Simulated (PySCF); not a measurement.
C6H8O.
SMILES: `O[C@@H]1[C@H]2C=CC[C@@H]12`

The closed-shell ground state was solved at several levels (PySCF, density fitting, gas phase, non-relativistic). One conformer (not necessarily the lowest) at the PBE0-D3(BJ)/def2-SVP geometry, without solvent, vibrations or thermal averaging.

```
             level  basis functions  total energy (Eh)  HOMO (eV)  LUMO (eV)  gap (eV)  dipole (D)
CAM-B3LYP/pcSseg-2              364          -308.5745      -7.74       1.16      8.90        1.64
     PBE0/pcSseg-1              159          -308.2195      -6.39       0.34      6.73        1.54
   B3LYP/def2-SVPD              207          -308.4094      -6.26      -0.02      6.24        1.64
```

(1) What might B3LYP/pcJ-1 (269 basis functions) give for the same quantities?

(2) Over all these levels, which gives the widest orbital gap and which the narrowest?

(3) How far do the dipole and the HOMO energy spread over the levels?

Answers

(1) Total energy -308.6256 Eh, HOMO -6.15 eV, LUMO 0.14 eV, gap 6.29 eV, dipole 1.56 D.

(2) CAM-B3LYP/pcSseg-2 (range-separated hybrid) has the widest, 8.90 eV, and B3LYP/def2-SVPD (global hybrid, 20 % exact exchange) the narrowest, 6.24 eV. Functional and basis both differ between the two, so the spread mixes both effects.

(3) The dipole runs from 1.54 to 1.64 D (mean 1.60 D) and the HOMO from -7.74 to -6.15 eV.
